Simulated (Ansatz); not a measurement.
Ansatz results at the PBE0-D4/def2-TZVP geometry: size of the dipole moment (ωB97M-V/def2-TZVPP) 3.03 D; size of the dipole moment (B3LYP/def2-TZVPP) 3.03 D; size of the dipole moment (PBE/def2-TZVPP) 2.95 D.

Each molecule was computed in one conformer, which needn't be the lowest.

Which molecule gave them?
A. `[CH3][GeH][Br]`•
B. `[CH2]COC`•
C. `O[SiH]O[SiH2]O`•
D. `[CH3][Ga][Cl]`•

C. The others give `[CH2]COC`•: 1.31, 1.30, 1.22; `[CH3][GeH][Br]`•: 2.42, 2.33, 2.22; `[CH3][Ga][Cl]`•: 2.62, 2.61, 2.49.

B3LYP here is the variant with VWN-RPA as its local correlation; programs differ in this.
